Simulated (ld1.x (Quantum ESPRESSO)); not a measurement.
# Which change was made? (Mo, TM)

ld1.x (Quantum ESPRESSO) 7.5 input, shortened:

```
&input
   title='Mo', zed=42., rel=1, dft='PBESOL', iswitch=3,
   config='[Kr] 4d3 5s0 5p0'
 /
 &inputp
   pseudotype=2, tm=.true., lloc=-1, rcloc=1.15,
   nlcc=.false.
 /
3
5S  1  0   0.00   0.00  2.40  2.40  0.0
5P  2  1   0.00   0.00  3.15  3.15  0.0
4D  3  2   3.00   0.00  1.30  1.30  0.0
 &test
   configts(1)='4d3 5s0 5p0'
 /
```

Cutoffs, loose and tight: the cutoffs (Ry, on a coarse ladder) from which the occupation-weighted sum of valence levels, in a spherical-Bessel basis at the reference potential, stays within 10 and 1 mRy of its value at 400 Ry. They do not see the model core or the augmentation charge, which bear on the density cutoff. Test errors are all-electron minus pseudo excitation energies from the reference, over the configurations 4d5 5s1 5p0; 4d5 5s0 5p0; 4d4 5s0 5p0; 4d5 5s0.5 5p0; 4d4 5s2 5p0; 4d2 5s0 5p0; 4d5.5 5s0.5 5p0; variants that change the core or the reference have their own tests.

The base gives: outcome: generated; cutoff, loose: 50 Ry; cutoff, tight: 70 Ry; bound ghosts: s, p; largest test error (meV): +559.

**Question.** After one change the result is: outcome: generated; cutoff, loose: 60 Ry; cutoff, tight: 110 Ry; bound ghosts: none; largest test error (meV): +1684. Which change was it?
A. local potential all-electron potential smoothed inside 3.72 bohr (lloc = -1)
B. core [Ar] 3d10, valence charge 14; reference 4s2 4p6 4d5 5s0 5p0; waves now 4p (bound): rc 1.35 bohr; 4d (bound): rc 2.25 bohr; 4s (bound): rc 1.80 bohr; local potential the s channel; core correction Bessel-smoothed model core, default radius (core density twice the valence density)
C. reference 4d4.5 5s0 5p0

**Answer.** B. The others give: reference 4d4.5 5s0 5p0 → outcome: generated; cutoff, loose: 50 Ry; cutoff, tight: 70 Ry; bound ghosts: s, p; largest test error (meV): -209 | local potential all-electron potential smoothed inside 3.72 bohr (lloc = -1) → outcome: generated; cutoff, loose: 50 Ry; cutoff, tight: 70 Ry; bound ghosts: none; largest test error (meV): -1600.
